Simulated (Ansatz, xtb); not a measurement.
System: BF2, net charge -1, singlet state. 
Coordinates optimised at B3LYP-D3(BJ)/def2-TZVP (Ansatz, a first-principles code):
```
B
F 1 1.3890
F 1 1.3890 2 105.20
```
Charge -1, spin multiplicity 1.

Harmonic wavenumbers from GFN2-xTB (xtb, at its own minimum), cm⁻¹: 411, 532, 920.

Give the harmonic wavenumbers at B3LYP-D3(BJ)/def2-TZVP (Ansatz, finite differences of forces, unscaled).

531, 951, 976 cm⁻¹. Zero-point energy 3.5 kcal/mol.

From these and the geometry, give the ideal-gas thermochemistry at 298.15 K and 1 atm (rigid rotor, harmonic oscillator).

Point group C2v, rotational symmetry number 2. Rotational constants 84.38, 10.92, 9.672 GHz. S(trans) 37.58, S(rot) 19.74, S(vib) 0.80, S(elec, spin only) 0.00, S 58.1 cal/(mol K). H(298) - H(0) 2.55 kcal/mol; G - E(el) -11.3 kcal/mol.
